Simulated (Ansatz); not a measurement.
Conformers and stereoisomers of FH7N2OSSi2, SMILES `N[SiH](O)S[SiH](N)F`, each relaxed with PBE0-D4/def2-TZVP in Ansatz. CBS adds the triple-zeta coupled-cluster correction to the MP2 limit.

Not all of them had a frequency check.

Conformer A:

Z-matrix (Å, degrees):
```
Si
O 1 1.629
S 1 2.170 2 109.1
N 1 1.691 2 108.9 3 121.2
H 1 1.483 2 113.2 3 -120.0
H 2 0.962 1 117.2 3 25.1
Si 3 2.108 1 100.0 2 -51.8
H 4 1.006 1 122.1 2 -54.0
H 4 1.006 1 121.2 2 150.3
N 7 1.691 3 110.1 1 -66.4
F 7 1.619 3 108.9 1 54.3
H 7 1.476 3 110.7 1 167.9
H 10 1.005 7 121.7 3 11.1
H 10 1.006 7 123.9 3 177.8
```

Conformer B:

Cartesian coordinates in Å:
```
N 0.325 2.026 -2.122
Si -0.312 1.197 -0.791
O -0.976 -0.208 -1.263
S 1.272 0.753 0.652
Si 0.384 -0.771 1.784
N -0.114 -2.059 0.742
F -0.977 -0.335 2.495
H 0.329 3.030 -2.155
H 0.987 1.612 -2.757
H -1.256 2.122 -0.126
H -0.848 -0.962 -0.654
H 1.326 -1.144 2.862
H 0.607 -2.519 0.203
H -0.748 -2.744 1.130
```

(1) Which is lowest in electronic energy at CCSD(T)/CBS (frozen core, def2 sets), and by how much? (Estimate.)

(2) Give the energies relative to B (kJ/mol) with PBE-D4/def2-TZVPP, PBE0-D4/def2-TZVPP, B2PLYP/def2-TZVPP, r2SCAN/def2-TZVPP, PBE0/def2-TZVPP, MP2/def2-TZVPP, MP2/def2-QZVPP. (An estimate is asked.)

## Answers

(1) Ansatz gave: B; A lies 5.7 kJ/mol higher.

(2) The calculation gave: 
| level | A |
| --- | --- |
| PBE-D4/def2-TZVPP | 9.2 |
| PBE0-D4/def2-TZVPP | 7.6 |
| B2PLYP/def2-TZVPP | 6.1 |
| r2SCAN/def2-TZVPP | 6.9 |
| PBE0/def2-TZVPP | 7.2 |
| MP2/def2-TZVPP | 7.6 |
| MP2/def2-QZVPP | 6.5 |
